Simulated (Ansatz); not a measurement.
## Pb(CH3)I in a box, plane waves

Ansatz 0.2.0, DFT PBE, spin-orbit coupling, plane waves, PAW, molecule in a box. The geometry was relaxed with Gaussian bases (BP86; Pb def2-SVP with ECP60, C def2-SVP, H def2-SVP, I def2-SVP with ECP28).

```yaml
crystal:
  lattice:
    - [13.76, 0.0, 0.0]
    - [0.0, 10.8, 0.0]
    - [0.0, 0.0, 11.11]
  atoms:
    - { symbol: Pb, position: [0.47143968, 0.49985, 0.4050405] }
    - { symbol: C, position: [0.60327689, 0.49985, 0.53670477] }
    - { symbol: H, position: [0.6730109, 0.49985, 0.48657966] }
    - { symbol: H, position: [0.59905887, 0.58303333, 0.59511701] }
    - { symbol: H, position: [0.59905887, 0.41666667, 0.59511701] }
    - { symbol: I, position: [0.32703488, 0.49985, 0.59190549] }
basis:
  ecutwfc: 420
  ecutrho_ratio: 4
kpoints:
  mp_grid: { grid: [1, 1, 1] }
hamiltonian:
  xc: pbe
scf:
  occupations: { method: gaussian, width: 0.01 }
output:
  forces: true
  eigenvalues: true
  populations: true
  write_density: true
  write_potential: true
  elf: true
  volumetric_format: npy
magnetization:
  noncollinear: true
  spin_orbit: true
```

Command:
```sh
ansatz run input.yaml --threads 2 --pin off --max-ram 5120MiB --backend cpu --events-out ev --progress --plain --runs-dir out
```
It took 19 s on 2 threads of Arm Neoverse V2 (shared host), peak memory 2.1 GiB.

Question: How does the SCF go?

Answer: 
```
SCF iter   1: F=—  HF=-19763.741791 eV  |F-HF|=—  |Δ(HF+E_count)|=         —  Δρ=2.17e-2
preconditioner: auto → Resta (q_TF=auto, 1.455 Å⁻¹)  ε∞=1.2  [insulator: Δε(μ)=3.185 eV  Ē_g=8.828 eV  σ=0.010 eV  W_gap=1.00  n_s
spin=Noncollinear: Resta preconditioning applied to the charge; magnetization (m_x, m_y, m_z) channels mix plain (no charge-respon
SCF iter   2: F=—  HF=-19760.092273 eV  |F-HF|=—  |Δ(HF+E_count)|=    3.65e0  Δρ=9.34e-3
SCF iter   3: F=—  HF=-19759.748010 eV  |F-HF|=—  |Δ(HF+E_count)|=   3.44e-1  Δρ=5.17e-3
...
SCF iter   6: F=—  HF=-19759.662350 eV  |F-HF|=—  |Δ(HF+E_count)|=   5.06e-4  Δρ=1.20e-4
SCF iter   7: F=—  HF=-19759.662381 eV  |F-HF|=—  |Δ(HF+E_count)|=   3.10e-5  Δρ=3.89e-5
SCF iter   8: F=—  HF=-19759.662284 eV  |F-HF|=—  |Δ(HF+E_count)|=   9.64e-5  Δρ=8.99e-6
SCF iter   9: F=—  HF=-19759.662284 eV  |F-HF|=—  |Δ(HF+E_count)|=   2.16e-8  Δρ=2.38e-6
SCF iter  10: F=-19759.662284 eV  HF=-19759.662284 eV  |F-HF|=1.57e-9  |Δ(HF+E_count)|=   3.07e-8  Δρ=7.70e-7
```

Question: Which levels lie next to the highest filled one (eV, counted from it)?

Answer: Filled: -4.02, -4.02, -1.61, -1.61, -1.08, -1.08, -0.51, -0.51, 0.00, 0.00. Empty: 2.00, 2.00, 3.74, 3.74, 4.73, 4.73, 4.90, 4.90.

Question: What forces are left at this geometry, relaxed with Gaussian bases (eV/Å)?

Answer: 
```
Pb   0.14  0.00  0.28
C    0.18  0.00  0.20
H   -0.36  0.00  0.14
H   -0.03 -0.28 -0.26
H   -0.03  0.28 -0.26
I    0.09  0.00 -0.09
```

The highest of the empty levels listed lie near the vacuum level and may be states of the box.

The forces come from the other functional as well as from the basis.
